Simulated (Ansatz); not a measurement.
Consider the formal exchange of groups at the Se–B bond: `C[Se]BF` + `[F][InH][F]` → `C[Se][In]([F])[F]` + `BF`.

Calculated with Ansatz (gas phase, PBE0-D4/def2-TZVP geometries, no zero-point term in ΔE). CBS: MP2 limit from def2 TZ/QZ plus the TZ coupled-cluster correction, frozen cores. This one scheme is used for every species. DFT in def2-TZVPP. B3LYP here is the variant with VWN-RPA as its local correlation; programs differ in this. HSE06 is defined as in plane-wave codes. Elements past krypton have def2 core potentials. For In, Se outer-core shells are correlated without core-valence functions, which leaves a few kJ/mol of doubt a bond. Scalar relativity is left out up to krypton. Each species was taken in one conformer, which may not be the lowest.

```json
{"level": "BLYP-D4", "ΔE (kJ/mol)": "-21.4", "difference from CCSD(T)/CBS": "2.4"}
{"level": "B3LYP-D4", "ΔE (kJ/mol)": "-23.1", "difference from CCSD(T)/CBS": "0.7"}
{"level": "r2SCAN0-D4", "ΔE (kJ/mol)": "-15.3", "difference from CCSD(T)/CBS": "8.5"}
{"level": "HSE06-D4", "ΔE (kJ/mol)": "-15.2", "difference from CCSD(T)/CBS": "8.6"}
{"level": "CAM-B3LYP-D4", "ΔE (kJ/mol)": "-18.1", "difference from CCSD(T)/CBS": "5.7"}
{"level": "B2PLYP", "ΔE (kJ/mol)": "-22.0", "difference from CCSD(T)/CBS": "1.8"}
{"level": "revPBE", "ΔE (kJ/mol)": "-13.9", "difference from CCSD(T)/CBS": "9.9"}
{"level": "BLYP", "ΔE (kJ/mol)": "-20.2", "difference from CCSD(T)/CBS": "3.6"}
{"level": "PBE0", "ΔE (kJ/mol)": "-13.6", "difference from CCSD(T)/CBS": "10.2"}
{"level": "r2SCANh", "ΔE (kJ/mol)": "-13.1", "difference from CCSD(T)/CBS": "10.7"}
{"level": "HSE06", "ΔE (kJ/mol)": "-13.8", "difference from CCSD(T)/CBS": "10.0"}
{"level": "CAM-B3LYP", "ΔE (kJ/mol)": "-16.4", "difference from CCSD(T)/CBS": "7.4"}
{"level": "CCSD/def2-SVP", "ΔE (kJ/mol)": "-22.4", "difference from CCSD(T)/CBS": "1.4"}
{"level": "SCS-MP2/def2-TZVPP", "ΔE (kJ/mol)": "-23.9", "difference from CCSD(T)/CBS": "-0.1"}
{"level": "MP2/def2-QZVPP", "ΔE (kJ/mol)": "-25.4", "difference from CCSD(T)/CBS": "-1.6"}
{"level": "MP2/CBS(def2)", "ΔE (kJ/mol)": "-27.9", "difference from CCSD(T)/CBS": "-4.1"}
{"level": "CCSD(T)/CBS", "ΔE (kJ/mol)": "-23.8", "difference from CCSD(T)/CBS": "0"}
```

Largest T1 diagnostic among the species: 0.017.

From PBE to PBE0 (25 % exact exchange), in def2-TZVPP and without D4, ΔE moves by −3.5 kJ/mol. Leaving LDA and LC-ωPBE aside and taking each functional with its dispersion term where it has one, the values, not all of them listed here, spread over 26.2 kJ/mol, from BHLYP-D4 to B97M-V. LDA lies +15.7 kJ/mol from PBE without D4. In def2-TZVPP, CCSD(T) changes the Hartree–Fock value by +17.8 kJ/mol (the triples alone add +1.7 kJ/mol) and MP2 by +13.8 kJ/mol.
